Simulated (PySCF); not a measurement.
# Computed data sheet: `FC(F)C(F)(F)F` (CF3CHF2)

Species: CF3CHF2, C2HF5.
Structure used (GFN2-xTB), in Å, numbered top down from 1:
```xyz
8
C2HF5 angstrom
F      1.1038   -1.1999    0.6685
C      0.7824   -0.1193   -0.0574
F      1.4224    0.9363    0.4660
C     -0.7485    0.1130    0.0020
F     -1.1941    0.2977    1.2363
F     -1.0779    1.1838   -0.7228
F     -1.3891   -0.9355   -0.5183
H      1.1100   -0.2667   -1.0988
```

Structural features include: CF3 group and C–F bond.

From GFN2-xTB geometry:

| Property | Result |
| --- | --- |
| Point group of the GFN2-xTB geometry | Cs |
| Rotational constants A, B, C of the GFN2-xTB geometry | 3.731, 2.356, 1.971 GHz |

From PBE0/pcSseg-1 ground state and GIAO shieldings, non-relativistic (PySCF):

| Property | Result |
| --- | --- |
| Dipole moment | 1.51 D |
| HOMO energy | -10.54 eV |
| LUMO energy | 1.47 eV |
| HOMO–LUMO gap | 12.01 eV |
| Lowest Hirshfeld atomic charge | -0.09 e on F1/F3/F6/F7 |
| Highest Hirshfeld atomic charge | +0.24 e on C4 |
| 13C chemical shifts (computed TMS as zero) by class | 127.5 (C4), 114.8 (C2) ppm |
| 1H chemical shifts (computed TMS as zero) by class | 6.09 (H8) ppm |
| Isotropic shieldings of nuclei other than C and H, by class | 271 (F5/F6/F7), 328 (F1/F3) ppm |
| Mayer bond orders between heavy atoms | F1–C2 0.99, C2–F3 0.99, C2–C4 0.93, C4–F5 1.03, C4–F6 1.01, C4–F7 1.01 |

B3LYP/pcJ-1 indirect spin-spin coupling, non-relativistic, gas phase (PySCF):

| Property | Result |
| --- | --- |
| Largest of the computed one-bond spin–spin couplings (means over like bonds) | 19F–13C -356.9 (F5–C4 and 2 like it), 19F–13C -319.1 (F1–C2 and 1 like it), 13C–1H +195.5 (C2–H8), 13C–13C +87.8 (C2–C4) Hz |

Monoisotopic mass (most abundant isotopes): 119.9998 u.

With B = h/(8π²I), that is 505.379 GHz u Å² over I, the principal moments of inertia are 135.4, 214.5 and 256.5 u Å² (most abundant isotopes); the inertial defect Ic − Ia − Ib is -93.4 u Å² (zero for a rigid planar frame, negative otherwise). The rotational constants make it an asymmetric top with κ = (2B − A − C)/(A − C) = -0.56, nearer the prolate limit (−1). In atomic units the dipole is 0.59 e·bohr (1 au = 2.5417 D).

Geometry: GFN2-xTB; no solvent or vibrations. NMR classes are plain means over equivalent atoms (diastereotopic ones count apart unless rotation or inversion swaps them), as if these changed places fast; in this geometry the members of some classes differ.
